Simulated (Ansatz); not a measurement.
Basis-set extrapolation for F$_{2}$H$_{4}$SSi$_{2}$, SMILES `F[SiH2]S[SiH2]F` (PBE0-D4/def2-TZVP geometry, frozen core, Ansatz 0.2.0). Multiplicity 1, RHF reference.

```json
{"": "HF", "def2-TZVPP": "-1176.923341", "def2-QZVPP": "-1176.962978"}
{"": "MP2 correlation", "def2-TZVPP": "-0.915884", "def2-QZVPP": "-1.000634"}
{"": "CCSD(T) correlation", "def2-TZVPP": "-0.990634", "def2-QZVPP": "not run"}
```

Energies in hartree. Use E(X) = E(∞) + A·exp(−7.88·√X) for Hartree–Fock and E(X) = E(∞) + B·X^(−2.97) for correlation, with X = 3 and 4, and add CCSD(T) minus MP2 of the smaller set to the MP2 limit.

Q: What is the CCSD(T) energy at the basis-set limit?

A: HF limit: -1176.962978 + (-0.039637) × 0.13774 = -1176.96844. MP2 limit: -1.000634 + (-0.084750) × 0.74074 = -1.06341. Higher-order term: -0.990634 − (-0.915884) = -0.07475. Total: -1178.10660 hartree, 505.7 kJ/mol below CCSD(T)/def2-TZVPP.
